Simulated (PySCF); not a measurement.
C2H4N, SMILES [CH2]N=C, multiplicity 2.

The structure is a stationary point at B3LYP-D3(BJ)/def2-TZVP. The isomer is the one that the SMILES or the coordinates give; other isomers of the formula were not compared.

Calculation: B3LYP-D3(BJ)/def2-TZVP in PySCF 2.14.0.

No scaling factor is applied to the harmonic values.

List the normal modes with their intensities. (An estimate is asked for; the answer gives what the named calculation found.)


| mode | ν (cm⁻¹) | IR (km/mol) | moving atoms (share of kinetic energy) |
|---|---|---|---|
| 1 | 335 | 0.0 | H 99 % |
| 2 | 473 | 3.9 | H 44 %, C 30 %, N 26 % |
| 3 | 588 | 14.2 | H 79 %, N 19 % |
| 4 | 854 | 0.0 | H 75 %, C 25 % |
| 5 | 878 | 47.4 | H 64 %, C 28 % |
| 6 | 1108 | 8.2 | H 71 %, C 25 % |
| 7 | 1174 | 0.5 | H 49 %, C 49 % |
| 8 | 1279 | 48.9 | N 38 %, H 37 %, C 25 % |
| 9 | 1301 | 1.3 | N 57 %, C 29 %, H 15 % |
| 10 | 1499 | 0.8 | H 89 %, C 11 % |
| 11 | 1551 | 0.1 | H 74 %, C 24 % |
| 12 | 3025 | 8.9 | H 95 % |
| 13 | 3037 | 74.1 | H 95 % |
| 14 | 3195 | 8.5 | H 90 %, C 10 % |
| 15 | 3198 | 15.1 | H 90 %, C 10 % |
